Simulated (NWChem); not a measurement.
C4H5Cl; SMILES C=CC(=C)Cl

```xyz
10

C      0.7204    -1.9816     0.0000
C     -0.4253    -1.2917     0.0000
C     -0.5589     0.1625     0.0000
C     -1.7359     0.8027     0.0000
Cl     0.9165     1.0880     0.0000
H      1.6872    -1.4723     0.0000
H      0.7162    -3.0736     0.0000
H     -1.3824    -1.8246     0.0000
H     -2.6631     0.2251     0.0000
H     -1.7980     1.8915     0.0000
```
Atoms are numbered in this order, from 1.

Results from NWChem. Pople sets run with spherical d functions. Geometry: optimised at PBE0/def2-SVP. B3LYP is NWChem's, with the RPA form of VWN correlation. Vzz is the largest principal value of the second derivative of the potential at the nucleus (NWChem prints the opposite sign); η is the asymmetry. Non-relativistic.

| level | Vzz Cl5 (a.u.) | η Cl5 |
|---|---|---|
| B3LYP/def2-SVP | … | 0.07 |
| B3LYP/cc-pVTZ | 3.552 | 0.10 |
| Hartree-Fock/6-31G* | 3.554 | 0.06 |
| Hartree-Fock/cc-pVTZ | 3.634 | 0.07 |

Question: What belongs in the gaps?

Answer: 
- B3LYP/def2-SVP, Vzz Cl5 (a.u.): 3.482
